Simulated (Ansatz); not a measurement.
Start from `N[Si](F)(F)[Te][InH2]` and change one atom or group to get `N[SiH2]O[Si](N)(F)F`.

Ansatz, PBE0-D4/def2-TZVP geometries, multiplicity 1. Each molecule was computed in one conformer, which needn't be the lowest.

Elements past krypton have def2 core potentials.

```tsv
property	`N[Si](F)(F)[Te][InH2]`
LUMO energy (PBE0/def2-TZVPP) / eV	-1.04
HOMO–LUMO gap (PBE/def2-TZVPP) / eV	3.74
HOMO–LUMO gap (ωB97M-V/def2-TZVPP) / eV	8.80
size of the dipole moment (ωB97M-V/def2-TZVPP) / D	3.26
HOMO energy (PBE/def2-TZVPP) / eV	-5.47
LUMO energy (PBE/def2-TZVPP) / eV	-1.73
```

Q: Give the same properties after the change, and the shifts. (An estimate is asked.)

A: The calculation gave: 
```json
{"property": "LUMO energy (PBE0/def2-TZVPP) / eV", "`N[SiH2]O[Si](N)(F)F`": "0.28", "shift": "1.32"}
{"property": "HOMO–LUMO gap (PBE/def2-TZVPP) / eV", "`N[SiH2]O[Si](N)(F)F`": "5.85", "shift": "2.11"}
{"property": "HOMO–LUMO gap (ωB97M-V/def2-TZVPP) / eV", "`N[SiH2]O[Si](N)(F)F`": "12.13", "shift": "3.33"}
{"property": "size of the dipole moment (ωB97M-V/def2-TZVPP) / D", "`N[SiH2]O[Si](N)(F)F`": "4.50", "shift": "1.24"}
{"property": "HOMO energy (PBE/def2-TZVPP) / eV", "`N[SiH2]O[Si](N)(F)F`": "-6.39", "shift": "-0.92"}
{"property": "LUMO energy (PBE/def2-TZVPP) / eV", "`N[SiH2]O[Si](N)(F)F`": "-0.54", "shift": "1.19"}
```

With PBE0 the HOMO falls by 1.47 eV and the LUMO rises by 1.32 eV, so the gap widens by about 2.79 eV. PBE moves the HOMO by -0.92 eV and ωB97M-V by -1.88 eV. Dipoles are sizes alone; their direction can turn.

Spin–orbit coupling is left out; it splits and shifts lone-pair levels of the heavy atoms by tenths of an eV.
